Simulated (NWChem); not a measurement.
System: CH$_{6}$O$_{2}$Si$_{2}$; SMILES O=CO[SiH2][SiH3]

Here is an NWChem input.

```
start job
memory heap 200 mb stack 900 mb global 1100 mb
geometry units angstroms noautoz
  O     -1.573629     1.072334     0.000000
  C     -0.647863     1.836959     0.000000
  O      0.632963     1.499008     0.000000
  Si     1.212645    -0.131930     0.000000
  Si    -0.521906    -1.709796     0.000000
  H     -0.764618     2.941025     0.000000
  H      2.076333    -0.228692     1.212355
  H      2.076333    -0.228692    -1.212355
  H     -1.348380    -1.604377    -1.235349
  H     -1.348380    -1.604377     1.235349
  H      0.151657    -3.051726     0.000000
end
basis spherical
  O library def2-svp
  C library def2-svp
  Si library def2-svp
  H library def2-svp
end
dft
  xc xpbe96 cpbe96
  iterations 150
  mulliken
end
task dft energy
```

Structure relaxed at the PBE0/def2-SVP level.

Task: Predict the main results of this run. (PBE/def2-SVP.) Quantities: energy (Ha); highest occupied level (eV); orbital gap (eV); dipole (D).

Result: 
```
Quantity                       Value
---------------------------  -------
energy (Ha)                  -770.34
highest occupied level (eV)    -6.72
orbital gap (eV)                5.44
dipole (D)                      1.29
```
